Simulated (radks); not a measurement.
The numbers below are computed, except where a source is named.
Br3+, configuration [Ar] 3d10 4s2 4p1 6p1 (not the ground configuration).

Code: a radial shooting solver on a logarithmic mesh with Libxc functionals. Model: scalar-relativistic Kohn-Sham, PBE, spin-unpolarised, spherical densities, point nucleus.

Energy parts (hartree):
| part | energy |
|---|---|
| total | -2602.62166 |
| kinetic | 2659.12303 |
| electron-nucleus | -6220.12562 |
| Hartree | 1049.00564 |
| exchange-correlation | -90.62470 |

Orbitals (lengths in bohr, moments of r in powers of bohr; r(90%) holds 90 % of the orbital's charge):
| orbital | occ. | eigenvalue (hartree) | <1/r> | <r^4> | r(90%) |
|---|---|---|---|---|---|
| 1s | 2 | -491.2867 | 35.66 | 0.00001560 | 0.0764 |
| 2s | 2 | -65.51294 | 7.898 | 0.003101 | 0.293 |
| 2p | 6 | -58.00016 | 7.730 | 0.002249 | 0.270 |
| 3s | 2 | -10.54855 | 2.596 | 0.1931 | 0.820 |
| 3p | 6 | -8.17416 | 2.444 | 0.2327 | 0.859 |
| 3d | 10 | -4.24487 | 2.163 | 0.3809 | 0.962 |
| 4s | 2 | -2.29581 | 0.8832 | 9.856 | 2.19 |
| 4p | 1 | -1.74578 | 0.7750 | 16.34 | 2.49 |
| 6p | 1 | -0.39685 | 0.2040 | 3241 | 9.18 |

The highest occupied level is 6p at -10.799 eV. The density falls to 0.001 e/bohr^3 at r = 3.33 bohr. Summed over all electrons, <r^2> = 65.26 bohr^2, which gives a Langevin (diamagnetic) susceptibility term of -51.7 x 10^-6 cm^3/mol.
